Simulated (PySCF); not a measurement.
## Rb²⁶⁺: ionisation energy

Rb²⁶⁺ [Ne] 3s1 (2S) → Rb²⁷⁺ [Ne] (1S), as a difference of total energies. Computed with PySCF 2.14 in an uncontracted even-tempered set (18 s from 3.1 bohr⁻², ratio 2.5; 11 p from 4.1 bohr⁻², ratio 2.5; 5 d from 16 bohr⁻², ratio 2.7; 4 f from 23 bohr⁻², ratio 2.7), with scalar relativity by spin-free X2C-1e. Correlated levels: outer shells: 1s2 frozen; virtual orbitals above 40 to 60 times the deepest correlated orbital energy dropped. The calculations carry no spin-orbit coupling.

| method | ionisation energy (eV) |
| --- | --- |
| UHF | 1293.8 |
| MP2 (outer shells) | 1294.5 |
| SCS-MP2 (outer shells) | 1294.4 |
| CCSD (outer shells) | 1294.5 |
| CCSD(T) (outer shells) | 1294.5 |

Breit and QED terms and the two-electron picture change are absent.

For comparison: 1294.6 eV (semi-empirical (NIST evaluation); NIST Atomic Spectra Database, ionization energies).
